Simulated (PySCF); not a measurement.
Species: C4H7B.
Cartesian coordinates in Å at the PBE0-D3(BJ)/def2-SVP level; atoms count from 1:
```
atom  x, y, z in Å
B1     2.5073   -0.0633   -0.3717
C2     1.0296   -0.0672   -0.7797
C3     0.0413    0.0081    0.1499
C4    -1.3792    0.0123   -0.1338
C5    -2.3205    0.0915    0.8201
H6     3.3984   -0.1282   -1.1878
H7     2.7905    0.0070    0.8050
H8     0.7212   -0.1310   -1.8317
H9     0.3236    0.0722    1.2092
H10   -1.6752   -0.0539   -1.1872
H11   -3.3857    0.0928    0.5771
H12   -2.0489    0.1584    1.8784
```

Computed, not measured: PySCF, PBE0-D3(BJ)/def2-SVP geometry optimisation, gas phase.

Take the most abundant isotopes and a rigid rotor. The values belong to one conformer with, in the numbering `[BH2:1]/[CH:2]=[CH:3]/[CH:4]=[CH2:5]`, C2–C3–C4–C5 180°.

What are A, B and C (cm⁻¹)?

Ia = 17.81, Ib = 219.83, Ic = 237.64 u·Å²; 505379 MHz·u·Å²/I gives 28379, 2299 and 2127 MHz, that is A = 0.94664, B = 0.07668, C = 0.07094 cm⁻¹.

Classify the top.

A near-prolate asymmetric top: κ = (2 × 2299 − 28379 − 2127)/(28379 − 2127) = -0.99.

Is it planar, by Δ = Ic − Ia − Ib?

Planar: Δ = Ic − Ia − Ib = 0.00 u·Å². For a rigid frame Δ = −2 Σ m c², so it vanishes when all atoms lie in the ab plane; here none is more than 0.01 Å from it.

Where do the levels up to J = 2 lie, in K?

Above 0(0,0), as E/k:
J = 1: 1(0,1) 0.212, 1(1,1) 1.464, 1(1,0) 1.472
J = 2: 2(0,2) 0.637, 2(1,2) 1.881, 2(1,1) 1.905, 2(2,1) 5.660, 2(2,0) 5.660
The levels of one J sum to (2J + 1)J(J + 1)(A + B + C)/3.

Which lines would a microwave search look for?

The dipole components are |μa| = 2.35 D, |μb| = 0.23 D, |μc| = 0.00 D; the mirror of this Cs structure is the ab plane, so μc vanishes by symmetry and there are no c-type lines. The squared components, which scale the intensities, stand as 1.00 : 0.01 (a : b). Some lines, for components of 0.1 D or more:

| type | branch | J(Ka,Kc) | MHz | lower level (cm⁻¹) |
| --- | --- | --- | --- | --- |
| a | R | 2(1,1) ← 1(1,0) | 9023 | 1.023 |
| a | R | 3(1,2) ← 2(1,1) | 13535 | 1.324 |
| a | R | 4(1,4) ← 3(1,3) | 17356 | 1.741 |
| a | R | 4(0,4) ← 3(0,3) | 17694 | 0.886 |
| a | R | 4(3,2) ← 3(3,1) | 17704 | 8.741 |
| b | Q | 2(1,1) ← 2(0,2) | 26426 | 0.443 |
| b | R | 3(1,3) ← 2(0,2) | 38927 | 0.443 |
| b | Q | 3(2,1) ← 3(1,2) | 77988 | 1.776 |
| b | Q | 4(2,3) ← 4(1,4) | 79363 | 2.320 |
| b | R | 2(2,1) ← 1(1,0) | 87265 | 1.023 |
| b | R | 2(2,0) ← 1(1,1) | 87438 | 1.018 |
| b | R | 3(2,1) ← 2(1,2) | 92039 | 1.307 |
| b | R | 4(3,1) ← 3(2,2) | 148538 | 4.377 |
| b | Q | 4(4,1) ← 4(3,2) | 183165 | 9.332 |

Estimate the classical rotational partition function at 10 K, 100 K and 500 K.

Point group Cs, symmetry number σ = 1; q = (√π/σ)·√((kT/h)³/(ABC)), k/h = 20836.6 MHz/K: 453 at 10 K, 14300 at 100 K, 160000 at 500 K.

Not checked by PBE0-D3(BJ)/def2-SVP frequencies. Constants of a rigid frame at the computed geometry: no zero-point averaging, no centrifugal distortion. Quadrupole hyperfine structure (11B) is left out.
